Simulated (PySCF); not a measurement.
Run record: geometry optimisation, `N[SiH2]CC(F)F`.

Computed with PBE0-D3(BJ)/def2-SVP geometry optimisation, gas phase (PySCF 2.14.0). Start geometry: GFN2-xTB. A driver script takes a list of jobs; this job's settings line and coordinates (Å) are shown.

Command:
```bash
OMP_NUM_THREADS=1 python probes_run.py task.json out
```

Input:
```
{"job": {"xc": "PBE0", "basis": "def2-SVP", "d3": "d3bj", "grid": 1, "shake": 0.01, "kind": "geom"}, "charge": 0, "multiplicity": 1}
N      2.311730    -0.406630    -0.074950
Si     0.687460    -0.730540    -0.611150
C     -0.394660     0.570210     0.279500
C     -1.786910     0.445500    -0.097840
F     -2.309450    -0.796150     0.197000
F     -2.608340     1.324490     0.592510
H      3.051520    -0.987600    -0.367000
H      2.632320     0.576110    -0.032230
H      0.389990    -2.075570    -0.143390
H      0.433510    -0.594010    -2.044910
H     -0.305380     0.441830     1.376220
H     -0.055240     1.589750     0.060750
H     -2.040730     0.625710    -1.173590
```

Question: What does the run print?

Answer: 
```
step   0  E = -623.57014452  max force = 0.066593
step   1  E = -623.57665369  max force = 0.020446
step   2  E = -623.57734349  max force = 0.004816
step   3  E = -623.57752613  max force = 0.001247
step   4  E = -623.57760803  max force = 0.001713
step   5  E = -623.57768206  max force = 0.002175
step   6  E = -623.57774151  max force = 0.001790
step   7  E = -623.57777793  max force = 0.000746
step   8  E = -623.57779948  max force = 0.000842
step   9  E = -623.57781374  max force = 0.000847
step  10  E = -623.57782426  max force = 0.000753
step  11  E = -623.57782952  max force = 0.000361
optimisation converged
```

Energies in Eh; «max force» is the largest Cartesian gradient component in Eh/bohr.

Question: Give the first gradient maximum in eV/Å.

Answer: With 1 Eh/bohr = 51.422 eV/Å, 3.424 eV/Å.

In short: final energy -623.57783 Eh after 11 steps; dipole 3.28 D.

Question: Where do the atoms end?

Answer: 0.178 Å rms from the input after alignment:
```
atom  x, y, z in Å
N1     2.3595   -0.1202   -0.1181
Si2    0.7650   -0.6652   -0.5179
C3    -0.4672    0.4889    0.3342
C4    -1.8834    0.3484   -0.1423
F5    -2.2831   -0.9473   -0.0457
F6    -2.7278    1.0852    0.6188
H7     3.1307   -0.7751   -0.1819
H8     2.6613    0.8049   -0.4048
H9     0.6494   -2.0637   -0.0161
H10    0.4207   -0.6651   -1.9821
H11   -0.4436    0.2971    1.4195
H12   -0.1466    1.5334    0.1864
H13   -2.0215    0.6603   -1.1936
```

The run took 65 s wall on Arm Neoverse V2, one thread, no GPU (shared host), and the process peaked at 0.52 GiB of memory.
Labels such as C1 count atoms from 1, the log's own numbers from 0.
